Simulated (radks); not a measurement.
Excited configurations of Cl XII: one electron is placed in a higher orbital outside [He] 2s2 2p1. The ground configuration is [He] 2s2 2p2. Calculated with a radial shooting solver on a logarithmic mesh with Libxc functionals: Dirac Kohn-Sham, PBE, spin-unpolarised, spherical densities, point nucleus; open shells fill j = l - 1/2 first. Excitation = E - E(ground); binding = E(ion) - E, where the ion is the core of charge +12; n* = 12/sqrt(2 binding) in atomic units. These energies are relativistic, and a one-electron ion of charge +12 with no core already has n* below n in this formula (Dirac formula, point nucleus: 3s1/2 2.997, 3p1/2 2.997, 4p1/2 3.997, 4f5/2 3.999, 5d3/2 4.999, 5f5/2 4.999, 6s1/2 5.997, 6p1/2 5.997, 6d3/2 5.999, 7s1/2 6.997, 7p1/2 6.997, 7f5/2 6.999). The quantum defect is therefore taken as that value minus n*, so that it holds no relativistic shift of the bare ion.

outer orbital,excitation (eV),binding (eV),n*,quantum defect
3s1/2,334.84,254.70,2.773,0.224
3p1/2,347.76,241.77,2.847,0.150
4p1/2,456.50,133.04,3.838,0.159
4f5/2,466.95,122.59,3.998,0.002
5d3/2,508.32,81.223,4.911,0.087
5f5/2,510.19,79.346,4.969,0.030
6s1/2,530.20,59.333,5.746,0.250
6p1/2,531.67,57.864,5.819,0.178
6d3/2,533.22,56.319,5.898,0.100
7s1/2,546.36,43.182,6.736,0.261
7p1/2,547.27,42.271,6.808,0.189
7f5/2,548.80,40.743,6.934,0.065

The Delta-SCF ionisation energy is 589.54 eV (NIST Atomic Spectra Database: 591.6 eV, semi-empirical). Self-interaction in the functional shifts the binding energies and quantum defects, so they are the method's values and not measured ones. Spin polarisation and multiplet splitting are left out, so open shells lie too high by an amount that depends on their filling.

Beside tabulated values, note that spin-unpolarised runs miss the spin-polarisation part of the exchange energy of open shells.
